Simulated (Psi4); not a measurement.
C$_{2}$H (SMILES [C-]#C), charge -1, singlet, geometry from GFN2-xTB (a gas-phase anion, which may not be bound at this level). Base run: CAM-B3LYP/6-31G in Psi4.

Geometry (Å):
```xyz
3

C      0.0000     0.0000    -0.4800
C      0.0000     0.0000     0.7461
H      0.0000     0.0000    -1.5966
```
Charge -1, spin multiplicity 1.
All else is at Psi4's defaults (density fitting, Cartesian functions).
Base energy -76.61172 Eh.

Variants of this job, named by their change:

```tsv
change	ΔE vs base (µEh)	SCF cycles	grid points	basis functions	outcome
base	0.0	8	64201	20	converged
scf_type = dfdirj+link	-	-	-	-	input refused
dft_spherical_points = 194	0.3	8	41253	20	converged
scf_initial_accelerator = none	0.0	8	64201	20	converged
diis_max_vecs = 15	0.0	8	64201	20	converged
scf_type = cd	-	-	-	-	input refused
df_basis_scf = cc-pvtz-jkfit	-14.4	8	64201	20	converged
d_convergence = 1e-4	0.0	7	64201	20	converged
guess = core	0.0	11	64201	20	converged
dft_radial_points = 50	-0.9	8	43512	20	converged
scf_type = direct	-5.2	11	64201	20	converged
dft_radial_scheme = mura	0.0	8	65120	20	converged
d_convergence = 1e-8	0.0	9	64201	20	converged
```

A gas-phase anion may not be bound at this level; its values then depend on the basis.

- scf_type = dfdirj+link: ended with `psi4.driver.p4util.exceptions.ValidationError: SCF: SCF_TYPE (DFDIRJ+LINK) not supported for range-separated functionals, plese use SCF_TYPE = 'DF' to automatically select the correct JK build.`
- scf_type = cd: ended with `psi4.driver.p4util.exceptions.ValidationError: SCF: SCF_TYPE (CD) not supported for range-separated functionals, plese use SCF_TYPE = 'DF' to automatically select the correct JK build.`
